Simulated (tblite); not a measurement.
Compound: C₆H₁₁NOSi.
SMILES with atom numbers: `[H]/[N:5]=[CH:4]/[C@:3]([CH:2]=[CH2:1])([CH:6]=[O:7])[CH2:8][SiH3:9]` (hydrogens: H10, H11 on C1; H12 on C2; H13 on C4; H14 on N5; H15 on C6; H16, H17 on C8; H18, H19, H20 on Si9)

Geometry (GFN2-xTB, Å), atoms numbered from 1 in this order:
```xyz
20
C6H11NOSi angstrom
C     -1.8255   -0.3948   -1.4762
C     -1.0320   -1.0380   -0.6409
C     -0.3013   -0.4302    0.5259
C     -0.7122    0.9886    0.7530
N      0.0406    1.9025    0.3472
C     -0.5587   -1.2685    1.7569
O     -0.8854   -0.8532    2.8338
C      1.2168   -0.5059    0.3025
Si     1.8680    0.8706   -0.8578
H     -2.3009   -0.9033   -2.2975
H     -2.0284    0.6593   -1.3892
H     -0.8465   -2.0967   -0.7711
H     -1.6622    1.1378    1.2742
H     -0.2480    2.8638    0.5008
H     -0.3552   -2.3448    1.5924
H      1.7158   -0.4111    1.2672
H      1.4686   -1.4879   -0.0921
H      2.5175    1.9699   -0.1563
H      0.9411    1.1928   -1.9373
H      2.9827    0.1600   -1.5383
```

Calculated harmonic vibrations of the isolated species, GFN2-xTB (tblite), most abundant isotopes, no scaling. The method is semi-empirical: single wavenumbers can be off by several per cent or more. Modes of hydrogen on silicon can be 10 to 20 % off. One conformer, not necessarily the lowest.

Harmonic wavenumbers (cm⁻¹): 48.7, 68.9, 87.8, 99.5, 161.5, 202.6, 242.5, 289.1, 296.1, 330.0, 351.7, 446.9, 501.5, 567.3, 588.1, 605.9, 674.8, 701.8, 736.1, 769.1, 780.4, 811.5, 878.2, 895.2, 910.2, 918.6, 987.9, 998.4, 1018.1, 1039.7, 1086.3, 1128.7, 1193.3, 1244.0, 1252.4, 1292.9, 1336.4, 1388.1, 1409.4, 1484.2, 1705.4, 1744.7, 1772.4, 2070.4, 2278.4, 2305.1, 2760.2, 2906.1, 2988.6, 3016.9, 3051.0, 3108.5, 3131.8, 3361.9.

A = 1783, B = 1116, C = 966.7 MHz; mass 141.061 u (most abundant isotopes); point group C1, symmetry number 1.

What is the zero-point energy?

Half the sum of the wavenumbers: 33013 cm⁻¹ = 94.39 kcal/mol.

Give the ideal-gas entropy at 273.15 K and 1 bar in the rigid-rotor, harmonic-oscillator model (classical rotation).

Translation 40.33, rotation 29.24, vibration 30.72: S = 100.3 cal/(mol K).

And Cp and H(273.15 K) − H(0)?

Cp = 40.51 cal/(mol K), of which vibrations give 32.56 (their classical limit is 54 R = 107.3); H(273.15 K) − H(0) = 6.64 kcal/mol without the zero-point energy, 4.47 from vibrations.

What must be added to the electronic energy to get the Gibbs energy at 273.15 K and 1 bar?

ZPE + [H(273.15 K) − H(0)] − T·S = 94.39 + 6.64 − 27.40 = 73.63 kcal/mol.

Which modes carry the vibrational entropy at 273.15 K?

48.7 cm⁻¹: 4.70; 68.9 cm⁻¹: 4.01; 87.8 cm⁻¹: 3.54; 99.5 cm⁻¹: 3.29; 161.5 cm⁻¹: 2.37; 202.6 cm⁻¹: 1.95 cal/(mol K); the other 48 give 10.86 together.

Hindered rotation and anharmonicity are outside this model. Other conformers, if any are populated, would add a mixing term that is left out. The structure is chiral; the term R ln 2 for an equal mix with its mirror image is left out.

On one thread of an Arm Neoverse N1, shared host, this took 1.5 s wall. The figure is for the frequency step alone.
